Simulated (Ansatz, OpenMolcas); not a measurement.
How basis sets differ on GaSiH7O (SMILES [SiH3][OH+][GaH3-])

GaSiH7O: 10 atoms, total charge 0, spin state singlet. SMILES: `[SiH3][OH+][GaH3-]`. The shape is that of a PBE0-D4/def2-TZVP optimisation.

Each level gives the HOMO–LUMO gap (eV). The values are calculated.

```csv
level,kind,program,value (eV),CPU time
HF/ANO-RCC-MB (DKH2),Hartree–Fock,OpenMolcas,14.52,11 s
HF/STO-3G,Hartree–Fock,Ansatz,13.81,0.56 s
HF/3-21G,Hartree–Fock,Ansatz,13.22,0.95 s
"HF/ANO-RCC-VDZ (DKH2, RICD fitting)",Hartree–Fock,OpenMolcas,12.62,6.7 s
HF/6-31G* (spherical functions),Hartree–Fock,Ansatz,13.04,2.9 s
```

All-electron rows without a relativistic Hamiltonian named are non-relativistic. The values span 12.62 to 14.52 eV. A Hartree–Fock LUMO above zero doesn't converge with the basis: it sinks as sets grow more diffuse. Orbital gaps aren't excitation energies. Times are those of the runs behind each value, whatever else they computed, on shared processors of several kinds: orders of magnitude only.
